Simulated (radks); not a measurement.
All-electron atom: Ga in [Ar] 3d10 4s1.5 4p1.5 (fractional occupations, a model configuration). Method: non-relativistic Kohn-Sham, r2SCAN, spin-polarised, spherical densities, point nucleus; open shells are filled with parallel spins first; meta-GGA in the generalised Kohn-Sham scheme; computed with a radial shooting solver on a logarithmic mesh with Libxc functionals.

Local quantities along the radius. ELF = 1/(1 + alpha^2) is the electron localisation function; alpha = (tau - tau_W)/tau_unif compares the Pauli kinetic energy density with that of the uniform gas (summed over spins); s = |grad rho|/(2 (3 pi^2)^(1/3) rho^(4/3)) is the reduced gradient; 4 pi r^2 rho is in e/bohr.

r (bohr),ELF,alpha,s,4 pi r^2 rho
0.003245,1.000,0.01794,0.3919,2.207
0.003747,1.000,0.01870,0.3959,2.854
0.004293,1.000,0.01958,0.4003,3.622
0.004958,1.000,0.02070,0.4057,4.635
0.005681,1.000,0.02199,0.4117,5.818
0.006561,0.999,0.02367,0.4190,7.349
0.007516,0.999,0.02565,0.4271,9.092
0.008681,0.999,0.02829,0.4371,11.29
0.009945,0.999,0.03148,0.4482,13.70
0.01149,0.999,0.03585,0.4620,16.62
0.01316,0.998,0.04129,0.4773,19.68
0.0152,0.998,0.04906,0.4963,23.15
0.01741,0.997,0.05915,0.5174,26.54
0.02011,0.995,0.07425,0.5436,30.03
0.02304,0.991,0.09491,0.5725,33.00
0.0266,0.984,0.1276,0.6079,35.53
0.03048,0.970,0.1750,0.6455,37.07
0.0352,0.939,0.2540,0.6884,37.61
0.04033,0.878,0.3729,0.7277,37.03
0.04658,0.754,0.5711,0.7586,35.44
0.05336,0.582,0.8476,0.7622,33.41
0.06163,0.405,1.213,0.7165,31.39
0.0706,0.306,1.506,0.6149,30.31
0.08154,0.291,1.562,0.4704,30.71
0.09342,0.357,1.341,0.3530,32.78
0.1079,0.500,1.000,0.2928,36.39
0.1236,0.647,0.7388,0.2987,40.17
0.1427,0.754,0.5708,0.3506,43.07
0.1635,0.798,0.5029,0.4258,43.45
0.1889,0.786,0.5221,0.5225,40.67
0.2164,0.698,0.6573,0.6174,35.49
0.2499,0.495,1.010,0.6845,28.94
0.2863,0.293,1.555,0.6442,23.79
0.3307,0.219,1.890,0.4543,21.15
0.3788,0.294,1.548,0.2661,21.62
0.4375,0.498,1.004,0.2067,24.09
0.5012,0.669,0.7026,0.2534,26.27
0.5789,0.756,0.5676,0.3460,26.54
0.6632,0.773,0.5412,0.4491,24.29
0.7659,0.741,0.5907,0.5719,19.86
0.8775,0.661,0.7169,0.7034,14.92
1.013,0.515,0.9699,0.8543,10.13
1.161,0.349,1.365,0.9856,6.652
1.341,0.217,1.901,1.059,4.229
1.536,0.170,2.207,1.022,2.899
1.774,0.207,1.957,0.9107,2.137
2.033,0.337,1.401,0.8426,1.729
2.347,0.519,0.9636,0.8691,1.414
2.689,0.640,0.7501,0.9779,1.138
3.106,0.683,0.6816,1.172,0.8493
3.558,0.651,0.7329,1.440,0.5957
4.11,0.549,0.9059,1.848,0.3712
4.708,0.403,1.218,2.413,0.2142
5.438,0.231,1.825,3.319,0.1060
6.23,0.107,2.890,4.649,0.04809
7.195,0.038,5.029,6.951,0.01804
8.243,0.012,9.248,10.71,0.006128
9.519,0.003,19.89,18.02,0.001623
10.91,0.000,47.02,31.48,0.0003797

On this mesh the ELF has minima near r = 0.082, 0.33, 1.5 bohr, which separate the shells, and maxima near 0.16 (0.80), 0.66 (0.77), 3.1 (0.68).

Self-consistent cycle (total energy in hartree, residual of the potential): 1: -1923.350919, 3e+00; 2: -1924.363712, 2e+00; 3: -1924.732135, 6e-01; 4: -1924.738074, 1e-01; 5: -1924.738232, 1e-01; 6: -1924.740957, 2e-02; 7: -1924.741011, 4e-04; 8: -1924.741011, 9e-04; 9: -1924.741012, 6e-05; 10: -1924.741012, 9e-06; 11: -1924.741012, 1e-05; 12: -1924.741012, 2e-06.
